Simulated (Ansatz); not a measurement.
Mulliken charges of `[SnH3][O][Ga]([TeH])[TeH]` from B3LYP/def2-TZVPP in Ansatz (PBE0-D4/def2-TZVP geometry).

```
atom   x (Å)   y (Å)   z (Å)  charge (e)
 Sn1  -2.231  -0.044  -0.208       0.775
  O2  -0.379  -0.010  -0.855      -0.591
 Ga3   1.151   0.022   0.036       0.410
 Te4   3.284   0.064  -1.302      -0.080
 Te5   1.091   0.022   2.567      -0.094
  H6  -2.165  -0.030   1.503      -0.137
  H7  -2.918  -1.483  -0.809      -0.124
  H8  -2.977   1.354  -0.831      -0.124
  H9   2.396   0.049  -2.702      -0.008
 H10   2.749   0.057   2.601      -0.026
```

Question: By hand: the dipole of these point charges (1 e Å = 4.8032 D).

Answer: Σ q r = (-0.461, -0.008, 0.173) e Å, of length 0.492 e Å = 2.36 D.

Question: How does the dipole of the full density compare? (Best estimate.)

Answer: Ansatz gave: (-0.229, -0.004, 0.073) e Å, 1.15 D; the point charges give 2.05 times that, at 3° from its direction.

Point charges leave out the atoms' own dipoles, such as those of lone pairs, and Mulliken's split depends on the basis, so the two needn't agree.

B3LYP here is the variant with VWN-RPA as its local correlation; programs differ in this.
